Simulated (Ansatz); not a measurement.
```yaml
crystal:
  periodic: [false, false, false]
  atoms:
    - {symbol: Co, position_ang: [1.227764, 0.374518, -0.137409]}
    - {symbol: Co, position_ang: [-0.291503, -1.257579, 0.027918]}
    - {symbol: Co, position_ang: [-0.936478, 0.883152, 0.109470]}
    - {symbol: S, position_ang: [0.195496, -0.007182, 1.727108]}
    - {symbol: S, position_ang: [-0.195279, 0.007091, -1.727096]}
basis:
  gaussian: {orbitals: def2-mTZVPP}
total_charge: 1
magnetization: {spin_polarized: true, initial_magnetization: 2}
hamiltonian: {xc: {name: B3LYP}}
scf: {lower_state_search: off}
```

```sh
$ ansatz run in.yaml --threads 4 --pin off --events-out ev --progress --plain --max-ram 4787MiB
```

Output, abridged:

```
Functional definition: B3LYP
  name "B3LYP"
  cite "Stephens, Devlin, Chabalowski & Frisch, J. Phys. Chem. 98, 11623 (1994) doi:10.1021/j100096a001"
  cite "Becke, Phys. Rev. A 38, 3098 (1988) doi:10.1103/PhysRevA.38.3098"
  cite "Lee, Yang & Parr, Phys. Rev. B 37, 785 (1988) doi:10.1103/PhysRevB.37.785"
  cite "Vosko, Wilk & Nusair, Can. J. Phys. 58, 1200 (1980) doi:10.1139/p80-159"
  parameter a0 = 0.2
  parameter ax = 0.72
  parameter ac = 0.81
  exchange = (1 - a0 - ax)*slater_x + ax*b88_x + a0*exact_x
  correlation = (1 - ac)*vwn_rpa_c + ac*lyp_c
these checks for a lower state are left out or cut short: stability, starts, cluster_reference, orbital_swaps, neighbouring_geometries, increment
1553 factors; integrals over basis functions are off by at most 1.6e-4 eV
mean field evaluation 1: about -134391.9978 eV, gradient 2.6e2 eV
mean field evaluation 2: about -132044.7742 eV, gradient 6.7e2 eV
mean field evaluation 4: about -134295.8109 eV, gradient 2.7e2 eV
mean field evaluation 8: about -134502.3292 eV, gradient 9.9e1 eV
mean field evaluation 16: about -134550.1662 eV, gradient 7.1e-1 eV
mean field evaluation 32: about -134552.1528 eV, gradient 7.9e-1 eV
mean field -134552.18778197 eV, -4944.7016982388 hartree, gradient 3.0e-6 eV, S^2 4.803117; 0 other end points of the search recorded, 0 dependent functions left out
reference -134552.18802421 eV, -4944.7017071410 hartree; 57, 55 occupied and 96, 98 virtual orbitals, 1553 factors
Total energy: -134552.18802421 eV, -4944.7017071410 hartree
Checks for a lower state left out: stability, starts, cluster_reference, orbital_swaps, neighbouring_geometries, increment
```

It took 40 s on 4 threads of Intel Xeon on a shared host, peak host memory 0.88 GiB.

B3LYP takes the VWN-RPA correlation. The charge 1 triplet is spin-contaminated (final ⟨S²⟩ up to 4.80, 2.00 for a pure state).
